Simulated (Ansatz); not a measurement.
These are frozen-core CCSD(T)/cc-pVQZ // PBE0-D3(BJ)/def2-TZVP run with Ansatz (a program for electronic structure) values and carry that method's errors.

Ansatz 0.2 input:
```yaml
crystal:
  periodic: [false, false, false]
  atoms:
    - { symbol: Ga, position_ang: [0.000059, -0.000269, 0.000667] }
    - { symbol: H, position_ang: [-1.33113, -0.829567, 0.006793] }
    - { symbol: H, position_ang: [1.383971, -0.737151, -0.007478] }
    - { symbol: H, position_ang: [-0.052901, 1.566988, 0.000017] }
basis:
  gaussian: { orbitals: cc-pVQZ }
correlation:
  method: ccsd_t
```

Output:

```
Functional definition: HF
945 factors; integrals over basis functions are off by at most 8.8e-4 eV
mean field evaluation 1: about -52381.6216 eV, gradient 9.8e0 eV
mean field evaluation 2: about -52381.6305 eV, gradient 9.8e0 eV
mean field evaluation 4: about -52382.0538 eV, gradient 2.1e0 eV
mean field evaluation 8: about -52382.0608 eV, gradient 5.5e-5 eV
mean field evaluation 16: about -52382.0606 eV, gradient 2.1e-1 eV
mean field -52382.06078123 eV, -1925.0052278741 hartree, gradient 1.3e-6 eV, S^2 0.000000; 0 other end points of the search recorded, 0 dependent functions left out
9 core orbitals not correlated
reference -52382.06078123 eV, -1925.0052278741 hartree; 8, 8 occupied and 141, 141 virtual orbitals, 945 factors
second order -6.84045790 eV of doubles, -0.00000000 eV of singles
cycle   1  -6.73188676 eV  change    1.1e-1 eV  update   8.4e-2
cycle   2  -7.08804570 eV  change   -3.6e-1 eV  update   2.7e-2
cycle   3  -7.13735642 eV  change   -4.9e-2 eV  update   1.2e-2
cycle   4  -7.13350372 eV  change    3.9e-3 eV  update   2.4e-3
cycle   5  -7.13382201 eV  change   -3.2e-4 eV  update   8.3e-4
cycle   6  -7.13370016 eV  change    1.2e-4 eV  update   2.0e-4
cycle   7  -7.13363174 eV  change    6.8e-5 eV  update   5.7e-5
cycle   8  -7.13365194 eV  change   -2.0e-5 eV  update   1.5e-5
cycle   9  -7.13365691 eV  change   -5.0e-6 eV  update   4.5e-6
perturbative correction -0.27344974 eV, -0.0100490925 hartree
Total energy: -52389.46788788 eV, -1925.2774340229 hartree
```

Cost: around 28 core-seconds (rough).
